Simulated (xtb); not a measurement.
Job for xtb: GFN2-xTB on GeH3NO (SMILES [NH2][Ge][OH]), a point of a torsion scan.

```
$ xtb mol.xyz --gfn 2 --opt vtight --chrg 0 --uhf 0 --input xcontrol
6

N     -1.18658609    -0.13289037    -0.10423575
Ge     0.37021453    -0.82802424     0.65902529
O      1.77616232    -0.20612320    -0.27054614
H     -1.92758386    -0.32800542     0.62205184
H     -1.14046697     0.87867955    -0.29412282
H      2.60604096    -0.56610126     0.12262414
$constrain
  force constant=1.0
  dihedral: 1,2,3,6,180.0
$end
```

Program output:

```
[...]
           -------------------------------------------------
          |                Calculation Setup                |
           -------------------------------------------------



           -------------------------------------------------
          |                 G F N 2 - x T B                 |
           -------------------------------------------------

        Reference                      10.1021/acs.jctc.8b01176
      * Hamiltonian:
        H0-scaling (s, p, d)           1.850000    2.230000    2.230000
        zeta-weighting                 0.500000
      * Dispersion:
        s8                             2.700000
        a1                             0.520000
        a2                             5.000000
        s9                             5.000000
      * Repulsion:
        kExp                           1.500000    1.000000
        rExp                           1.000000
      * Coulomb:
        alpha                          2.000000
        third order                    shell-resolved
        anisotropic                    true
        a3                             3.000000
        a5                             4.000000
        cn-shift                       1.200000
        cn-exp                         4.000000
        max-rad                        5.000000


          ...................................................
          :                      SETUP                      :
          :.................................................:
          :  # basis functions                  21          :
          :  # atomic orbitals                  20          :
          :  # shells                           10          :
          :  # electrons                        18          :
          :  max. iterations                   250          :
          :  Hamiltonian                  GFN2-xTB          :
          :  restarted?                      false          :
          :  GBSA solvation                  false          :
          :  PC potential                    false          :
          :  electronic temp.          300.0000000     K    :
          :  accuracy                    1.0000000          :
          :  -> integral cutoff          0.2500000E+02      :
          :  -> integral neglect         0.1000000E-07      :
          :  -> SCF convergence          0.1000000E-05 Eh   :
          :  -> wf. convergence          0.1000000E-03 e    :
          :  Broyden damping             0.4000000          :
          :  net charge                          0          :
          :  unpaired electrons                  0          :
          ...................................................

 iter      E             dE          RMSdq      gap      omega  full diag
   1     -9.4424103 -0.944241E+01  0.173E+01    1.79       0.0  T
   2    -10.0327709 -0.590361E+00  0.201E+01    4.84       1.0  T
   3    -10.4053126 -0.372542E+00  0.943E+00    4.93       1.0  T
   4    -10.4953743 -0.900617E-01  0.604E+00    4.60       1.0  T
   5    -10.5406028 -0.452285E-01  0.131E+00    3.90       1.0  T
   6    -10.5333050  0.729776E-02  0.243E+00    3.62       1.0  T
   7    -10.5408367 -0.753161E-02  0.599E-01    4.01       1.0  T
   8    -10.5414110 -0.574316E-03  0.218E-01    3.94       1.0  T
   9    -10.5414928 -0.818454E-04  0.462E-02    3.92       1.0  T
  10    -10.5414962 -0.339714E-05  0.666E-03    3.92       6.1  T
  11    -10.5414962 -0.421664E-09  0.364E-03    3.92      11.2  T
  12    -10.5414962 -0.323838E-07  0.464E-04    3.92      88.0  T
  13    -10.5414962 -0.224523E-09  0.628E-05    3.92     649.7  T

   *** convergence criteria satisfied after 13 iterations ***

         #    Occupation            Energy/Eh            Energy/eV
      -------------------------------------------------------------
         1        2.0000           -0.6633937             -18.0519
       ...           ...                  ...                  ...
         3        2.0000           -0.5627537             -15.3133
         4        2.0000           -0.5245956             -14.2750
         5        2.0000           -0.4930207             -13.4158
         6        2.0000           -0.4521860             -12.3046
         7        2.0000           -0.4474371             -12.1754
         8        2.0000           -0.4046497             -11.0111
         9        2.0000           -0.3617504              -9.8437 (HOMO)
        10                         -0.2178065              -5.9268 (LUMO)
        11                         -0.0872289              -2.3736
        12                         -0.0774777              -2.1083
        13                          0.0386224               1.0510
        14                          0.0452455               1.2312
       ...                                ...                  ...
        20                          0.6699611              18.2306
      -------------------------------------------------------------
                  HL-Ga
[...]
  -0.3862721             -10.5110
         9        2.0000           -0.3719549             -10.1214 (HOMO)
        10                         -0.2056497              -5.5960 (LUMO)
        11                         -0.1047592              -2.8506
        12                         -0.0639931              -1.7413
        13                          0.0723555               1.9689
        14                          0.0763521               2.0776
       ...                                ...                  ...
        20                          0.7170735              19.5126
      -------------------------------------------------------------
                  HL-Gap            0.1663052 Eh            4.5254 eV
             Fermi-level           -0.2888023 Eh           -7.8587 eV

 SCC (total)                   0 d,  0 h,  0 min,  0.002 sec
 SCC setup                      ...        0 min,  0.000 sec (  2.532%)
 Dispersion                     ...        0 min,  0.000 sec (  0.763%)
 classical contributions        ...        0 min,  0.000 sec (  0.309%)
 integral evaluation            ...        0 min,  0.000 sec ( 22.706%)
 iterations                     ...        0 min,  0.001 sec ( 26.249%)
 molecular gradient             ...        0 min,  0.001 sec ( 42.190%)
 printout                       ...        0 min,  0.000 sec (  4.743%)

         :::::::::::::::::::::::::::::::::::::::::::::::::::::
         ::                     SUMMARY                     ::
         :::::::::::::::::::::::::::::::::::::::::::::::::::::
         :: total energy             -10.508419237112 Eh    ::
         :: gradient norm              0.000161200811 Eh/a0 ::
         :: HOMO-LUMO gap              4.525394161753 eV    ::
         ::.................................................::
         :: SCC energy               -10.574866940225 Eh    ::
         :: -> isotropic ES            0.028198952104 Eh    ::
         :: -> anisotropic ES          0.001409239628 Eh    ::
         :: -> anisotropic XC          0.001386932214 Eh    ::
         :: -> dispersion             -0.002302596963 Eh    ::
         :: repulsion energy           0.066447702655 Eh    ::
         :: add. restraining           0.000000000458 Eh    ::
         :: total charge              -0.000000000000 e     ::
         :::::::::::::::::::::::::::::::::::::::::::::::::::::

           -------------------------------------------------
          |                Property Printout                |
           -------------------------------------------------

    * Orbital Energies and Occupations

         #    Occupation            Energy/Eh            Energy/eV
      -------------------------------------------------------------
         1        2.0000           -0.6548367             -17.8190
         2        2.0000           -0.6101476             -16.6030
         3        2.0000           -0.5647705             -15.3682
         4        2.0000           -0.5160093             -14.0413
         5        2.0000           -0.4853955             -13.2083
         6        2.0000           -0.4501565             -12.2494
         7        2.0000           -0.4390865             -11.9482
         8        2.0000           -0.3862721             -10.5110
         9        2.0000           -0.3719549             -10.1214 (HOMO)
        10                         -0.2056497              -5.5960 (LUMO)
        11                         -0.1047592              -2.8506
        12                         -0.0639931              -1.7413
        13                          0.0723555               1.9689
        14                          0.0763521               2.0776
        15                          0.0871627               2.3718
        16                          0.1536062               4.1798
        17                          0.2025070               5.5105
        18                          0.2751762               7.4879
        19                          0.4932023              13.4207
        20                          0.7170735              19.5126
      -------------------------------------------------------------
                  HL-Gap            0.1663052 Eh            4.5254 eV
             Fermi-level           -0.2888023 Eh           -7.8587 eV

     #   Z          covCN         q      C6AA      α(0)
     1   7 N        2.554    -0.400    30.410     8.190
     2  32 Ge       1.611     0.313   249.990    33.092
     3   8 O        1.582    -0.511    23.184     6.498
     4   1 H        0.860     0.146     1.431     1.874
     5   1 H        0.860     0.170     1.274     1.768
     6   1 H        0.807     0.283     0.774     1.381

 Mol. C6AA /au·bohr⁶  :        834.153509
 Mol. C8AA /au·bohr⁸  :      43147.858196
 Mol. α(0) /au        :         52.803013
Note: The following floating-point exceptions are signalling: IEEE_UNDERFLOW_FLAG IEEE_DENORMAL
normal termination of xtb


Wiberg/Mayer (AO) data.
largest (>0.10) Wiberg bond orders for each atom

 ---------------------------------------------------------------------------
     #   Z sym  total        # sym  WBO       # sym  WBO       # sym  WBO
 ---------------------------------------------------------------------------
     1   7 N    3.264 --     2 Ge   1.339     4 H    0.956     5 H    0.942
     2  32 Ge   2.641 --     1 N    1.339     3 O    1.242
     3   8 O    2.167 --     2 Ge   1.242     6 H    0.896
     4   1 H    0.979 --     1 N    0.956
     5   1 H    0.971 --     1 N    0.942
     6   1 H    0.920 --     3 O    0.896
 ---------------------------------------------------------------------------

Topologies differ in total number of bonds
Writing topology from bond orders to xtbtopo.mol

molecular dipole:
                 x           y           z       tot (Debye)
 q only:       -0.047      -0.495       0.369
   full:       -0.023      -0.385       0.285       1.218
molecular quadrupole (traceless):
                xx          xy          yy          xz          yz          zz
 q only:        1.656      -1.969      -0.015       0.790      -1.714      -1.642
  q+dip:        3.513      -2.787      -0.878       0.980      -1.628      -2.635
   full:        3.779      -2.564      -1.475       0.973      -0.245      -2.304

           -------------------------------------------------
          |                Geometry Summary                 |
           -------------------------------------------------

      molecular mass/u    :      105.6574805
   center of mass at/Å    :        0.3352664      -0.7950670       0.5226012
  moments of inertia/u·Å² :        0.3704178E+02   0.6298834E+02   0.1000301E+03
rotational constants/cm⁻¹ :        0.4550978E+00   0.2676310E+00   0.1685256E+00

 * 4 selected distances

     #   Z          #   Z                                           value/Å
     1   7 N        2  32 Ge                                      1.8076582 (max)
     1   7 N        4   1 H                                       1.0073228
     1   7 N        5   1 H                                       1.0086169
     3   8 O        6   1 H                                       0.9532845 (min)

 * 3 distinct bonds (by element types)

   Z      Z             #   av. dist./Å        max./Å        min./Å
   1 H    7 N           2     1.0079698     1.0086169     1.0073228
   1 H    8 O           1     0.9532845     0.9532845     0.9532845
   7 N   32 Ge          1     1.8076582     1.8076582     1.8076582


optimized geometry written to: xtbopt.xyz


           -------------------------------------------------
          | TOTAL ENERGY              -10.508419237112 Eh   |
          | GRADIENT NORM               0.000161200811 Eh/α |
          | HOMO-LUMO GAP               4.525394161753 eV   |
           -------------------------------------------------

------------------------------------------------------------------------
------------------------------------------------------------------------
 total:
 SCF:
 ANC optimizer:
```

The run finished.

Warnings raised: the energy holds the restraint's term.

Cost: roughly 0.09 core-seconds.
